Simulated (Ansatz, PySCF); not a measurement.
Sn(F)3(SiH3) (F3H3SiSn), SMILES [F][Sn]([F])([F])[SiH3].

Geometry: B3LYP-D3(BJ)/def2-SVP. The structure was generated by enumeration; whether it is a known compound was not checked. The def2 effective core potentials stand for the cores of Sn; spin–orbit coupling is left out.

Vertical ionisation energy (IE) and electron affinity (EA) in eV. Rows of orbital energies are one-electron estimates. Where ΔSCF, EOM or ADC give a negative EA the extra electron is unbound and the value depends on the basis.

| level | IE | EA |
|---|---|---|
| −ε(HOMO), −ε(LUMO), PBE0/def2-TZVP (PySCF) | 9.67 | 2.27 |
| −ε(HOMO), −ε(LUMO), PBE/def2-TZVP (PySCF) | 8.29 | 3.18 |
| ΔSCF, PBE0/def2-SVPD (Ansatz), final states of multiplicity 2 and 2 | 11.80 | 0.66 |
| ΔSCF, PBE/def2-SVPD (Ansatz), final states of multiplicity 2 and 2 | … | … |

Problem. What belongs in the gaps? (An estimate is asked for; the answer gives what the named calculation found.)

Solution. 
- ΔSCF, PBE/def2-SVPD (Ansatz, an electronic-structure program), final states of multiplicity 2 and 2, IE: 11.29
- ΔSCF, PBE/def2-SVPD (Ansatz), final states of multiplicity 2 and 2, EA: 0.81

Problem. What vertical singlet–triplet gap does ΔSCF give with PBE0/def2-SVPD (Ansatz) and with PBE/def2-SVPD (Ansatz)? (An estimate is asked for; the answer gives what the named calculation found.)

Solution. 5.32 and 4.81 eV (triplet above singlet where positive).
